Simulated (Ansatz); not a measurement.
Energy needed to pull apart CH₄In (SMILES [CH2][InH2]), doublet, into free ground-state atoms, from the structure below (displaced at random from a GFN2-xTB minimum); no zero-point or spin–orbit terms; open-shell atoms are treated unrestricted, in their ground-state multiplicity.

```xyz
6
angstrom
C -0.0249 -1.1739 -0.0316
In 0.0636 0.9272 0.0139
H -0.2282 -1.7853 0.8771
H 0.0337 -1.7773 -0.8587
H 0.2614 1.9037 -1.4186
H -0.0389 1.9184 1.4668
```

Program: Ansatz 0.2.0. Basis: def2-TZVPP. Cores are frozen in the correlated methods; orbitals are unrestricted. Filled d shells of the heavier atoms are correlated. Core potentials replace the inner electrons of the atoms past krypton. The def2 sets are not built for correlating such inner shells, so the correlated values are less sure here.

| method | atomization energy (eV) |
| --- | --- |
| PBE-D4 | 15.84 |
| r2SCAN-D4 | 16.00 |
| PBE0-D4 | 15.80 |
| r2SCANh-D4 | 15.95 |
| r2SCAN0-D4 | ? |
| wB97M-V | 15.92 |
| HF | 11.87 |
| MP2 | ? |
| CCSD | 15.45 |
| CCSD(T) | 15.59 |

**Question.** What does r2SCAN0-D4 give? (An estimate is asked for; the value comes from the calculation.)

**Answer.** By the calculation: 15.89 eV, which is about 0.30 eV more than CCSD(T)/def2-TZVPP.

**Question.** What does MP2 give? (Judge from chemistry; the value comes from the calculation.)

**Answer.** By the calculation: 15.30 eV, which is about 0.29 eV less than CCSD(T)/def2-TZVPP.

In triple zeta the MP2 and coupled-cluster atomization energies are still short of their basis limit by a few kcal/mol a bond, whereas those of the functionals are nearly converged, so these differences are not deviations from converged CCSD(T).

T1 diagnostic: at most 0.015. ⟨S²⟩ of the unrestricted Hartree–Fock references: 0.76 (a pure state has 0.75).

For scale, one of the runs: CCSD(T)/def2-TZVPP forces, 137 basis functions (an equivalent command: `ansatz run in.yaml --threads 4`). Hardware: 4 CPU threads, shared host. Wall time 2.8 min; peak host memory 3.5 GiB.
